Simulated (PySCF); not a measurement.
GeH5NO3.

```xyz
10

N      1.5226    -0.6590    -0.7314
Ge     0.0094     0.0010    -0.0081
O      0.1136     1.5860     0.7646
O     -1.1097     0.0870    -1.3671
O     -0.5683    -1.0196     1.3156
H      1.6514    -0.4289    -1.7129
H      2.3810    -0.4933    -0.2147
H     -0.1383     1.5346     1.6949
H     -1.8349     0.7002    -1.2014
H     -0.5021    -1.9590     1.1079
```
Charge 0, spin multiplicity 1.

Coordinates come from a ωB97X-D3(BJ)/def2-SVP optimisation. The structure was generated by enumeration, and PubChem lists no compound with its InChIKey, so it may never have been made. The values are those of a single conformer.

Calculation: PySCF with PBE/pcSseg-1. Non-relativistic, no solvent.

Computed absolute GIAO shielding of each atom: isotropic value and principal components (ppm):
| atom | σ(iso) | σ11 | σ22 | σ33 | span |
|---|---|---|---|---|---|
| N1 | 240.8 | 202.8 | 244.4 | 275.2 | 72.5 |
| Ge2 | 1230.2 | 1179.3 | 1221.5 | 1289.8 | 110.6 |
| O3 | 276.9 | 248.8 | 262.6 | 319.2 | 70.5 |
| O4 | 272.5 | 246.8 | 256.4 | 314.3 | 67.5 |
| O5 | 268.1 | 239.3 | 255.4 | 309.6 | 70.3 |
| H6 | 30.4 | 22.6 | 26.6 | 42.2 | 19.6 |
| H7 | 30.9 | 23.5 | 26.3 | 43.1 | 19.6 |
| H8 | 29.9 | 21.1 | 25.5 | 43.0 | 21.9 |
| H9 | 30.2 | 21.8 | 24.8 | 43.9 | 22.0 |
| H10 | 30.0 | 21.6 | 24.7 | 43.6 | 22.1 |
